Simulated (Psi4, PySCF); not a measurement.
C4H5 (SMILES [CH-]=CC=C), charge -1, singlet, at a GFN2-xTB geometry (in this run its highest filled SCF level lies above zero, so its values depend strongly on the basis, on diffuse functions most of all), atoms displaced at random by about 0.08 Å a coordinate. Base run: B3LYP/6-31G, gradient (PySCF).

Input for PySCF:
```python
from pyscf import gto, scf, dft

mol = gto.Mole()
mol.atom = '''
    C     0.589996    1.971222    0.082151
    C     0.568806    0.412350    0.044828
    C    -0.469090   -0.456813    0.014043
    C    -0.710986   -1.572570    0.043089
    H    -0.273622    2.226929    0.119901
    H     1.617976   -0.183375    0.174632
    H    -1.315134    0.156192   -0.010397
    H     0.534528   -2.271439    0.055304
    H    -1.559321   -2.365293   -0.097732
'''
mol.basis = '6-31g'
mol.charge = -1
mol.spin = 0
mol.verbose = 4
mol.build()

mf = dft.RKS(mol)
mf.xc = 'b3lyp'
mf.kernel()
g = mf.nuc_grad_method()
grad = g.kernel()
```

Programs used: Psi4, PySCF; a row that names a program was run with it.

The coordinate followed is x of atom 6.

Variants of this job, named by their change:

| change | dE/dx (Eh/bohr) | net force (Eh/bohr) |
|---|---|---|
| base | 0.034274 | 0.000032 |
| finite difference step (bohr) = 0.2; conv_tol = 1e-11 | 0.031768 | - |
| grid_response = on | 0.034274 | 0.000000 |
| density fitting = on; auxbasis_response = off | 0.034243 | 0.000662 |
| grids.level = 1; grid_response = off | 0.034279 | 0.000039 |
| finite difference step (bohr) = 0.05; conv_tol = 1e-11 | 0.034118 | - |
| code = psi4 | 0.034274 | 0.000017 |
| conv_tol = 1e-6 | 0.034276 | 0.000032 |
| conv_tol = 1e-11 | 0.034274 | 0.000032 |
| grids.level = 0; grid_response = on | 0.035449 | 0.000000 |
| finite difference step (bohr) = 1e-3; conv_tol = 1e-11 | 0.034274 | - |
| grids.level = 0; grid_response = off | 0.034917 | 0.001763 |

The net force is zero for an exact gradient.
